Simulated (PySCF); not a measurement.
# Structure elucidation problem

The spectra below were simulated for a compound C5H6F2O.

¹H NMR (600 MHz, computed): δ 6.70 (m, 1H), 6.54 (m, 1H), 5.81 (m, 1H), 5.60 (m, 1H), 4.63 (m, 1H), 4.55 (m, 1H).

¹³C{¹H} NMR (computed): δ 164.5, 156.9, 116.2, 112.4, 97.7.

- NMR shieldings at PBE0/pcSseg-1/GIAO
- coordinates at the GFN2-xTB level
- code: PySCF
- equivalent nuclei averaged, no solvent model, one computed conformer, relativity neglected

Chemical shifts δ = σref − σ; TMS for ¹H (σref 31.72), ¹³C (σref 186.93), all at this level.

Q: Which candidate is it?
A. C=C=CCOC(F)F
B. C=COC(=C)C(F)F
C. CC(=O)/C(F)=C/CF
D. FC1=C[C@@H](F)CCO1

A: B. 

- The formula gives 2 degrees of unsaturation (no ring in the answer).
- 5 carbon signals for 5 carbons: no two carbons are equivalent.
- Carbon types of the structure: 1 × C, 2 × CH, 2 × CH2, which accounts for all hydrogens.
- δC 164.5, 156.9: alkene carbon bearing oxygen; an sp2 carbon further deshielded by the attached heteroatom.
- δC 116.2: allylic sp3 CH bonded to 2 F; 2 electronegative neighbours deshield it.
- δC 112.4, 97.7: β carbon of an enol-ether or enamine type C=C; the O or N lone pair pushes π density onto this β carbon and shields it.
- δH 6.54: hydrogen on an allylic sp3 CH bonded to 2 F; its carbon carries F, which withdraws density.
- δH 5.81, 5.60, 4.63, 4.55: hydrogen on a β carbon of an enol-ether or enamine type C=C.

The others: CC(=O)/C(F)=C/CF would give 3 signals for carbon-bound and other non-exchanging H, not 6; C=C=CCOC(F)F would give 4 signals for carbon-bound and other non-exchanging H, not 6; FC1=C[C@@H](F)CCO1 has carbons computed at 174.2, 84.7, 78.8, 66.1, 32.4.

Splittings by ¹⁹F in the carbon and heteronuclear signals aren't shown, as no couplings were computed. Shifts are as computed. Against solution values, carbons near 30 ppm lie about +3 ppm off and those near 130 ppm about +5 ppm. Of 1211 compounds with measured shifts, 218 miss one by over three times the rms of a fit or turn the order of signals round; such compounds aren't used in these exercises. Multiplicities follow the n + 1 count of equivalent neighbours, as no J values were calculated; m marks all less simple cases, F and P coupling included.
